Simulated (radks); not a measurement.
Question: These are the eigenvalues of the occupied orbitals of an atom or ion with whole-number occupations (eV). All-electron calculation, scalar-relativistic Kohn-Sham, exchange-only LDA, spin-polarised, spherical densities, point nucleus. Program: a radial shooting solver on a logarithmic mesh with Libxc functionals.

orbital  eigenvalue
1s up     -31561.84
1s down   -31561.49
2s up     -5879.232
2s down   -5865.883
2p up     -5416.440
2p down   -5406.076
3s up     -2007.481
3s down   -1992.499
3p up     -1858.693
3p down   -1843.331
3d up     -1654.969

Which element is it, and in what charge state? The configuration may be excited. Open shells, if any, are filled with parallel spins first.

Answer: Z = 51, antimony, charge +29: Sb29+ in [Ar] 3d4. The list shows which subshells hold electrons but not how many an open one holds; the 1s level, -1159.9 hartree, gives Z - s = 48.2 by -(Z - s)^2/2, which with screening and relativity narrows Z to a few neighbours, and the depths of the outer levels then fix element, charge and occupations together.
